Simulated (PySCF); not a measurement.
C3H3F4, SMILES F[C](F)CC(F)F, multiplicity 2.

Coordinates come from a r2SCAN-D4/def2-SVP optimisation. The isomer is the one that the SMILES or the coordinates give; other isomers of the formula were not compared. Other conformers were not sampled.

These are TDA-PBE/def2-SVPD run with PySCF values and carry that method's errors.

Vertical excitations. Isolated molecule, no solvent.

**Question.** List the lowest excited states. (Estimate from the structure and the level; the computed values follow.)

**Answer.** 
```tsv
state	energy (eV)	λ (nm)	f	main pairs
root 1	5.28	235	0.000	β HOMO→LUMO 100 %
root 2	5.42	229	0.004	α HOMO→LUMO 99 %
root 3	5.81	213	0.009	α HOMO→LUMO+1 100 %
root 4	6.17	201	0.033	α HOMO→LUMO+2 99 %
root 5	6.30	197	0.004	α HOMO→LUMO+3 95 %
root 6	6.52	190	0.005	α HOMO→LUMO+4 41 %, β HOMO−1→LUMO 55 %
root 7	6.58	188	0.027	α HOMO→LUMO+4 57 %, β HOMO−1→LUMO 39 %
root 8	6.71	185	0.007	α HOMO→LUMO+5 95 %
root 9	6.77	183	0.001	β HOMO−2→LUMO 96 %
root 10	6.97	178	0.002	β HOMO−3→LUMO 97 %
```
Unrestricted roots are not spin-pure.
